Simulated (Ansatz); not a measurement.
Ansatz (an electronic-structure program) input:

Ansatz 0.2 input:
```yaml
crystal:
  periodic: [false, false, false]
  atoms:
    - {symbol: Ag, position_ang: [-0.00000000, -0.00000000, -1.51076629]}
    - {symbol: I, position_ang: [0.00000000, 0.00000000, 1.33973614]}
basis:
  gaussian:
    orbitals: def2-SVPD
total_charge: -1
magnetization: {spin_polarized: true, initial_magnetization: 1}
correlation: {method: ccsd_t, electrons: outside_noble_gas}
output: {forces: true}
```

### Question
Predict the final energy.

### Answer
-443.20569 Eh (CCSD(T)/def2-SVPD). The basis has 69 functions.

The spin state was set by rule; other spins were not relaxed.
